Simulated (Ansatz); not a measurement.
`SC1O[SiH2]1` and `NC1O[SiH2]1` differ in one atom or group.

Ansatz, PBE0-D4/def2-TZVP geometries, multiplicity 1. Each molecule was computed in one conformer, which needn't be the lowest.

| property | `SC1O[SiH2]1` |
| --- | --- |
| HOMO–LUMO gap (B3LYP/def2-TZVPP) / eV | 5.94 |
| size of the dipole moment (B3LYP/def2-TZVPP) / D | 1.65 |
| size of the dipole moment (PBE/def2-TZVPP) / D | 1.45 |
| LUMO energy (ωB97M-V/def2-TZVPP) / eV | 0.96 |
| size of the dipole moment (ωB97M-V/def2-TZVPP) / D | 1.67 |
| ideal-gas entropy at 298 K and 1 bar (rigid rotor, harmonic PBE0-D4/def2-TZVP) / J/(mol·K) | 304 |

(1) What does the change do to each property? (Best estimate.)

Results:

(1) Ansatz gave: 
```
                                                                                  property  `NC1O[SiH2]1`  shift
                                                     HOMO–LUMO gap (B3LYP/def2-TZVPP) / eV           6.11   0.17
                                          size of the dipole moment (B3LYP/def2-TZVPP) / D           1.06  -0.59
                                            size of the dipole moment (PBE/def2-TZVPP) / D           0.91  -0.54
                                                     LUMO energy (ωB97M-V/def2-TZVPP) / eV           1.27   0.31
                                        size of the dipole moment (ωB97M-V/def2-TZVPP) / D           1.08  -0.59
ideal-gas entropy at 298 K and 1 bar (rigid rotor, harmonic PBE0-D4/def2-TZVP) / J/(mol·K)            292    -12
```

With PBE0 the HOMO rises by 0.18 eV and the LUMO rises by 0.34 eV, so the gap widens by about 0.16 eV. PBE moves the HOMO by 0.27 eV and ωB97M-V by 0.14 eV. The zero-point energy changes by 46.9 kJ/mol with +3 modes. Dipoles are sizes alone; their direction can turn.

B3LYP here is the variant with VWN-RPA as its local correlation; programs differ in this.
